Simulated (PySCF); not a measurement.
A side-by-side comparison of computed properties.

First species: C5H6O2.
SMILES with atom numbers: `[CH2:1]=[CH:2][O:3][C:4](=[O:5])[CH:6]=[CH2:7]` (hydrogens: H8, H9 on C1; H10 on C2; H11 on C6; H12, H13 on C7)

Second species: C8H9OP.
Bonds: C1–C2, C2–O3 (double), C2–C4, C4–C5 (aromatic), C5–C6 (aromatic), C6–C7 (aromatic), C7–P8 (aromatic), P8–C9 (aromatic), C9–C10, C4–C9 (aromatic). Hydrogens: H11, H12, H13 on C1; H14 on C5; H15 on C6; H16 on C7; H17, H18, H19 on C10.

Levels: PBE0/pcSseg-1 for dipole moment, HOMO energy, LUMO energy and HOMO–LUMO gap; GFN2-xTB for rotational constant A and rotational constant C. Geometries: GFN2-xTB. All species are isolated and taken at one optimised geometry, non-relativistic unless stated. Electronic properties by PySCF.

Dipoles, sizes and rotational constants follow the conformer. The torsions of the flexible species, by atom-mapped SMILES:
- `[CH2:1]=[CH:2][O:3][C:4](=[O:5])[CH:6]=[CH2:7]`: C1–C2–O3–C4 180°, C2–O3–C4–O5 0°, O3–C4–C6–C7 180°
- `[CH3:1][C:2](=[O:3])[c:4]1[cH:5][cH:6][cH:7][p:8][c:9]1[CH3:10]`: C1–C2–C4–C5 -49°

Values for the first species:

* Dipole moment: 1.63 D
* HOMO energy: -7.45 eV
* LUMO energy: -1.70 eV
* HOMO–LUMO gap: 5.75 eV
* Rotational constant A: 9.284 GHz
* Rotational constant C: 1.247 GHz

(1) Estimate the same properties for the second species, and the change in each.

Results:

(1) 
| property | first | second | second less first |
| --- | --- | --- | --- |
| dipole moment | 1.63 D | 2.94 D | +1.31 D |
| HOMO energy | -7.45 eV | -7.21 eV | +0.24 eV |
| LUMO energy | -1.70 eV | -1.81 eV | -0.11 eV |
| HOMO–LUMO gap | 5.75 eV | 5.40 eV | -0.35 eV |
| rotational constant A | 9.284 GHz | 1.955 GHz | -7.329 GHz |
| rotational constant C | 1.247 GHz | 0.682 GHz | -0.565 GHz |

On the first: In atomic units the dipole is 0.64 e·bohr (1 au = 2.5417 D). A dipole of 1.63 D is allowed in Cs, and pure rotational transitions are dipole-allowed.

On the second: A dipole of 2.94 D is allowed in C1, and pure rotational transitions are dipole-allowed. The dipole matches unit charges of opposite sign 0.61 Å apart (1 e·Å = 4.8032 D).
